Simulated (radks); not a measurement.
Sn15+, configuration [Ar] 3d10 4s1 4p5 5s1 (not the ground configuration).

All-electron calculation, scalar-relativistic Kohn-Sham, BLYP, spin-polarised, spherical densities, point nucleus; open shells are filled with parallel spins first (spin-orbit coupling, left out, can overturn this in heavy ions). Program: a radial shooting solver on a logarithmic mesh with Libxc functionals.

Energy parts (eV):
total: -165665.222
kinetic: 173093.181
electron-nucleus: -387355.925
Hartree: 52736.238
exchange-correlation: -4138.717

Orbitals (lengths in bohr, moments of r in powers of bohr; <r^-3> diverges for s and p1/2):
orbital,occ.,eigenvalue (eV),<r^2>,<r^4>,<r^-3>
1s up,1,-29402.08,0.001143,3.405e-06,-
1s down,1,-29401.09,0.001143,3.405e-06,-
2s up,1,-4762.796,0.01855,0.0005903,-
2s down,1,-4762.151,0.01855,0.0005902,-
2p up,3,-4315.700,0.01464,0.0004243,4703
2p down,3,-4314.917,0.01464,0.0004243,4702
3s up,1,-1211.176,0.1299,0.02562,-
3s down,1,-1210.121,0.1298,0.02554,-
3p up,3,-1065.001,0.1300,0.02682,886.0
3p down,3,-1063.870,0.1298,0.02669,886.3
3d up,5,-841.7228,0.1138,0.02355,122.8
3d down,5,-840.6184,0.1135,0.02337,123.0
4s up,1,-459.2670,0.6214,0.5434,-
4s down,0,-454.2718,0.6224,0.5460,-
4p up,3,-409.4047,0.6766,0.6540,216.4
4p down,2,-404.4857,0.6785,0.6587,216.1
5s up,1,-236.3418,2.081,5.824,-
5s down,0,-233.3155,2.101,5.950,-

The highest occupied level is 5s up at -236.34 eV. The configuration is held as typed, so some empty levels lie below it. Spin moment in Bohr magnetons: 3. Summed over all electrons, <r^2> = 8.393 bohr^2, which gives a Langevin (diamagnetic) susceptibility term of -6.65 x 10^-6 cm^3/mol. The density falls to 0.001 e/bohr^3 at r = 2.34 bohr.
